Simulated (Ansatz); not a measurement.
Consider the isomerisation: `O[SiH2]CS` → `[SiH3]OCS`.

Computed with Ansatz on PBE0-D4/def2-TZVP structures; ΔE is electronic, products minus reactants. CCSD(T)/CBS adds triple-zeta CCSD(T) − MP2 to the extrapolated MP2 energy (def2 sets, frozen cores). Functionals use def2-TZVPP. HSE06 is defined as in plane-wave codes. One conformer a species, not always the lowest.

| level | ΔE (kJ/mol) | difference from CCSD(T)/CBS |
| --- | --- | --- |
| LDA (SPW92) | 93.2 | -3.9 |
| BLYP-D4 | 84.6 | -12.5 |
| r2SCAN-D4 | 94.5 | -2.6 |
| HSE06-D4 | 94.8 | -2.3 |
| ωB97M-V | 94.6 | -2.5 |
| PBE | 90.0 | -7.1 |
| BLYP | 80.0 | -17.1 |
| r2SCAN | 94.2 | -2.9 |
| r2SCANh | 95.0 | -2.1 |
| r2SCAN0 | 96.1 | -1.0 |
| CAM-B3LYP | 84.2 | -12.9 |
| CCSD(T)/def2-SVP | 73.1 | -24.0 |
| MP2/def2-TZVPP | 99.6 | 2.5 |
| CCSD/def2-TZVPP | 91.5 | -5.6 |
| SCS-MP2/def2-QZVPP | 94.0 | -3.1 |
| HF/CBS(def2) | 77.0 | -20.1 |
| CCSD(T)/CBS | 97.1 | 0 |

Largest T1 diagnostic among the species: 0.012.

At CCSD(T), def2-SVP lies −24.0 kJ/mol from the extrapolated value and def2-TZVPP −4.3 kJ/mol. Leaving LDA and LC-ωPBE aside and taking each functional with its dispersion term where it has one, the values, not all of them listed here, spread over 12.6 kJ/mol, from BLYP-D4 to PBE-QIDH. LDA lies +3.2 kJ/mol from PBE without D4. The D4 term adds +3.7 kJ/mol with B3LYP and +1.8 kJ/mol with PBE0; it sums over pairs of atoms, weighted by their polarisabilities, and B3LYP, whose exchange is more repulsive, gets the larger term.

B3LYP here is the variant with VWN-RPA as its local correlation; programs differ in this.
